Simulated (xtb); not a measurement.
Job for xtb: GFN1-xTB on CH9GeN (a complex).

```
$ xtb mol.xyz --gfn 1 --sp --chrg 0 --uhf 0
12

Ge    -0.11633913    -0.18633466     0.27624176
H     -0.49513572    -0.10737616    -1.21030358
H      1.11741138    -1.08656079     0.44048816
H     -1.28880555    -0.77367958     1.07495295
H      0.20355214     1.22091648     0.80055634
C     -0.44688196     0.59884804     4.17042392
N      0.66678419    -0.28666847     3.83839880
H     -0.06182706     1.48413714     4.67874462
H     -1.11416140     0.08972096     4.86748953
H     -1.04680518     0.93566292     3.31417207
H      1.31705996     0.16329607     3.20624787
H      0.34102999    -1.13081625     3.38427963
```

The log:

```
[...]
           -------------------------------------------------
          |                Calculation Setup                |
           -------------------------------------------------



molecular fragmentation (1/2 indicates fragments):
111112222222
# atoms in fragment 1/2:     5     7
 fragment masses (1/2) :       76.66       31.06
CMA distance (Bohr)    :   7.032
constraining FC (au)   :  0.0500

           -------------------------------------------------
          |                 G F N 1 - x T B                 |
           -------------------------------------------------

        Reference                      10.1021/acs.jctc.7b00118
      * Hamiltonian:
        H0-scaling (s, p, d)           1.850000    2.250000    2.000000
        zeta-weighting                 0.000000
      * Dispersion:
        s8                             2.400000
        a1                             0.630000
        a2                             5.000000
        s9                             0.000000
      * Repulsion:
        kExp                           1.500000
        rExp                           1.000000
      * Coulomb:
        alpha                          2.000000
        third order                    atomic
        anisotropic                    false
      * Halogen bond correction:
        rad-scale                      1.300000
        damping                        0.440000


          ...................................................
          :                      SETUP                      :
          :.................................................:
          :  # basis functions                  36          :
          :  # atomic orbitals                  35          :
          :  # shells                           25          :
          :  # electrons                        22          :
          :  # halogen bonds                     0          :
          :  max. iterations                   250          :
          :  Hamiltonian                  GFN1-xTB          :
          :  restarted?                      false          :
          :  GBSA solvation                  false          :
          :  PC potential                    false          :
          :  electronic temp.          300.0000000     K    :
          :  accuracy                    1.0000000          :
          :  -> integral cutoff          0.2500000E+02      :
          :  -> integral neglect         0.1000000E-07      :
          :  -> SCF convergence          0.1000000E-05 Eh   :
          :  -> wf. convergence          0.2000000E-04 e    :
          :  Broyden damping             0.4000000          :
          :  net charge                          0          :
          :  unpaired electrons                  0          :
          ...................................................

 iter      E             dE          RMSdq      gap      omega  full diag
   1    -11.7853743 -0.117854E+02  0.583E+00    5.42       0.0  T
   2    -11.9152018 -0.129827E+00  0.319E+00    2.60       1.0  T
   3    -11.9187085 -0.350662E-02  0.168E+00    5.31       1.0  T
   4    -11.9326779 -0.139694E-01  0.251E-01    4.33       1.0  T
   5    -11.9329695 -0.291565E-03  0.453E-02    4.24       1.0  T
   6    -11.9329723 -0.286337E-05  0.166E-02    4.24       1.7  T
   7    -11.9329726 -0.331042E-06  0.312E-03    4.22       9.3  T
   8    -11.9329727 -0.171183E-07  0.273E-04    4.22     105.7  T
   9    -11.9329727 -0.175229E-09  0.110E-04    4.22     263.5  T
  10    -11.9329727 -0.319886E-10  0.410E-05    4.22     704.3  T

   *** convergence criteria satisfied after 10 iterations ***

         #    Occupation            Energy/Eh            Energy/eV
      -------------------------------------------------------------
         1        2.0000           -0.7552665             -20.5518
       ...           ...                  ...                  ...
         5        2.0000           -0.5460150             -14.8578
         6        2.0000           -0.5199522             -14.1486
         7        2.0000           -0.4972275             -13.5302
         8        2.0000           -0.4861938             -13.2300
         9        2.0000           -0.4860748             -13.2268
        10        2.0000           -0.4854969             -13.2110
        11        2.0000           -0.4121397             -11.2149 (HOMO)
        12                         -0.2569395              -6.9917 (LUMO)
        13                         -0.2558722              -6.9626
        14                         -0.2403543              -6.5404
        15                         -0.2384544              -6.4887
        16                         -0.2059605              -5.6045
       ...                                ...                  ...
        35                          0.6302155              17.1490
      -------------------------------------------------------------
                  HL-Gap            0.1552002 Eh            4.2232 eV
             Fermi-level           -0.3345396 Eh           -9.1033 eV

 SCC (total)                   0 d,  0 h,  0 min,  0.014 sec
 SCC setup                      ...        0 min,  0.000 sec (  1.147%)
 Dispersion                     ...        0 min,  0.000 sec (  1.052%)
 classical contributions        ...        0 min,  0.000 sec (  0.695%)
 integral evaluation            ...        0 min,  0.003 sec ( 18.671%)
 iterations                     ...        0 min,  0.004 sec ( 25.784%)
 molecular gradient             ...        0 min,  0.007 sec ( 48.116%)
 printout                       ...        0 min,  0.001 sec (  4.343%)

         :::::::::::::::::::::::::::::::::::::::::::::::::::::
         ::                     SUMMARY                     ::
         :::::::::::::::::::::::::::::::::::::::::::::::::::::
         :: total energy             -11.819464392425 Eh    ::
         :: gradient norm              0.031408287994 Eh/a0 ::
         :: HOMO-LUMO gap              4.223212934193 eV    ::
         ::.................................................::
         :: SCC energy               -11.932972664617 Eh    ::
         :: -> electrostatic           0.037589736206 Eh    ::
         :: repulsion energy           0.116559362512 Eh    ::
         :: dispersion energy         -0.003051090320 Eh    ::
         :: halogen bond corr.         0.000000000000 Eh    ::
         :: add. restraining           0.000000000000 Eh    ::
         :: total charge               0.000000000000 e     ::
         :::::::::::::::::::::::::::::::::::::::::::::::::::::

           -------------------------------------------------
          |                Property Printout                |
           -------------------------------------------------

    * Orbital Energies and Occupations

         #    Occupation            Energy/Eh            Energy/eV
      -------------------------------------------------------------
         1        2.0000           -0.7552665             -20.5518
         2        2.0000           -0.6682206             -18.1832
         3        2.0000           -0.6324024             -17.2085
         4        2.0000           -0.5682020             -15.4616
         5        2.0000           -0.5460150             -14.8578
         6        2.0000           -0.5199522             -14.1486
         7        2.0000           -0.4972275             -13.5302
         8        2.0000           -0.4861938             -13.2300
         9        2.0000           -0.4860748             -13.2268
        10        2.0000           -0.4854969             -13.2110
        11        2.0000           -0.4121397             -11.2149 (HOMO)
        12                         -0.2569395              -6.9917 (LUMO)
Note: The following floating-point exceptions are signalling: IEEE_DENORMAL
normal termination of xtb
        13                         -0.2558722              -6.9626
        14                         -0.2403543              -6.5404
        15                         -0.2384544              -6.4887
        16                         -0.2059605              -5.6045
        17                         -0.1242714              -3.3816
        18                         -0.1028937              -2.7999
        19                         -0.0913992              -2.4871
        20                         -0.0903038              -2.4573
        21                         -0.0784789              -2.1355
        22                         -0.0679778              -1.8498
       ...                                ...                  ...
        35                          0.6302155              17.1490
      -------------------------------------------------------------
                  HL-Gap            0.1552002 Eh            4.2232 eV
             Fermi-level           -0.3345396 Eh           -9.1033 eV

  Mulliken/CM5 charges         n(s)   n(p)   n(d)
     1Ge    0.10126 -0.13619   1.449  2.190  0.259
     2H    -0.03376  0.02515   1.034  0.000  0.000
     3H    -0.03993  0.01937   1.040  0.000  0.000
     4H    -0.04004  0.01956   1.040  0.000  0.000
     5H    -0.04004  0.01956   1.040  0.000  0.000
     6C     0.06884 -0.02673   0.978  2.953  0.000
     7N    -0.47388 -0.93205   1.463  4.011  0.000
     8H     0.02647  0.08680   0.974  0.000  0.000
     9H     0.02647  0.08680   0.974  0.000  0.000
    10H     0.01658  0.07443   0.983  0.000  0.000
    11H     0.19402  0.38165   0.806  0.000  0.000
    12H     0.19401  0.38165   0.806  0.000  0.000

Wiberg/Mayer (AO) data.
largest (>0.10) Wiberg bond orders for each atom

 ---------------------------------------------------------------------------
     #   Z sym  total        # sym  WBO       # sym  WBO       # sym  WBO
 ---------------------------------------------------------------------------
     1  32 Ge   3.785 --     3 H    0.919     5 H    0.919     4 H    0.919
                             2 H    0.917
     2   1 H    0.995 --     1 Ge   0.917
     3   1 H    0.996 --     1 Ge   0.919
     4   1 H    0.996 --     1 Ge   0.919
     5   1 H    0.996 --     1 Ge   0.919
     6   6 C    3.978 --     7 N    1.007     9 H    0.989     8 H    0.989
                            10 H    0.956
     7   7 N    2.966 --     6 C    1.007    11 H    0.949    12 H    0.949
     8   1 H    1.011 --     6 C    0.989
     9   1 H    1.011 --     6 C    0.989
    10   1 H    1.006 --     6 C    0.956
    11   1 H    0.971 --     7 N    0.949
    12   1 H    0.971 --     7 N    0.949
 ---------------------------------------------------------------------------

Topologies differ in total number of bonds
Writing topology from bond orders to xtbtopo.mol

 dipole moment from electron density (au)
     X       Y       Z
  -0.2275   0.1151  -0.4081  total (Debye):    1.223


           -------------------------------------------------
          | TOTAL ENERGY              -11.819464392425 Eh   |
          | GRADIENT NORM               0.031408287994 Eh/α |
          | HOMO-LUMO GAP               4.223212934193 eV   |
           -------------------------------------------------

------------------------------------------------------------------------
------------------------------------------------------------------------
 total:
 SCF:
```

The run finished.

Cost: around 0.04 core-seconds (rough).
